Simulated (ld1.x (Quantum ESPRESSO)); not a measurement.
**PBE TM dataset for Ge, scalar-relativistic all-electron reference.**

```
Element                 : Ge (Z = 32)
Generator               : ld1.x (Quantum ESPRESSO) 7.5
Type                    : norm-conserving Troullier–Martins (Kleinman–Bylander form)
Functional              : PBE
Relativity              : scalar-relativistic
Frozen core             : [Ne]
Valence charge          : 22
Reference configuration : 3s2 3p6 3d10 4s2 4p1 (charge +1)
Partial waves           : 3p (bound): rc 0.90 bohr; 3d (bound): rc 1.05 bohr; 3s (bound): rc 0.80 bohr
Local potential         : the s channel
Core correction         : none
```

Occupied shells without a wave of their own: 4p, 4s. They enter only through the test configuration that unscreens the potential.

All-electron outer shells of the reference configuration (PBE, scalar-relativistic, ld1.x):

```
shell  level (eV)  outermost node (bohr)  outermost maximum (bohr)
   2p    -1207.76                      –                      0.14
   3s     -177.52                   0.26                      0.54
   3p     -124.65                   0.23                      0.54
   3d      -38.32                      –                      0.50
   4s      -19.86                   0.77                      1.71
   4p      -11.24                   0.82                      2.08
```

(1) Estimate the cutoffs (Ry, on a coarse ladder) from which the occupation-weighted sum of valence levels, in a spherical-Bessel basis at the reference potential, stays within 10 and 1 mRy of its value at 400 Ry.

(2) What does a ghost test show?

(3) Tests: 3s2 3p6 3d10 4s2 4p2; 3s2 3p6 3d10 4s2 4p0; 3s2 3p6 3d10 4s1 4p0; 3s2 3p6 3d9 4s2 4p2; 3s2 3p6 3d9 4s2 4p3; 3s2 3p6 3d10 4s2 4p2.3; 3s2 3p6 3d10 4s2 4p1.5. Which has the largest error in its energy relative to the reference configuration, and how large is it?

Answers

(1) 260 Ry and over 300 Ry.

(2) No extra level below or beside the all-electron valence levels (p, d, s, f tested).

(3) 3s2 3p6 3d10 4s1 4p0, with -1032 meV (all-electron minus pseudo) on +50.23 eV.
